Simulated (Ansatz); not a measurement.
Coupled-cluster diagnostics for the cluster B3P2, Ansatz.

Geometry of the doublet (PBE-D4/def2-SVP):

```xyz
5

B    -0.9176    0.9590    0.2274
B    -0.8017   -0.3061   -0.7627
B     0.5299    0.5902    0.8301
P     1.0999    0.0518   -0.9487
P     0.0895   -1.2949    0.6539
```

Correlated methods freeze 13 core orbitals. Another isomer (doublet) lies 2.02 eV lower at PBE0-D4/def2-TZVP; other spin states weren't run for this one.

(1) Estimate the CCSD(T) correlation energy, the shares of MP2 and (T), T1 and the reference's ⟨S²⟩ for: charge 0, doublet, own geometry in def2-TZVPP; and the rough time on 4 threads of Arm Neoverse V1 on a shared host.

Results:

(1) 
```csv
state,basis,correlation (eV),MP2 share (%),(T) share (%),T1,⟨S²⟩ (pure),wall time,remarks
"charge 0, doublet, own geometry",def2-TZVPP,-17.312,88.6,7.9,0.052,1.23 (0.75),29 s,"large T1 (0.052), spin-contaminated (⟨S²⟩ 1.23)"
```
Customary marks for T1 are 0.02 (closed shells), 0.045 (open shells) and about 0.05 (3d metals). T1 exceeds 0.02 in 1 of 1 rows and 0.045 in 1; the higher it lies, the less the single-reference result can be trusted.
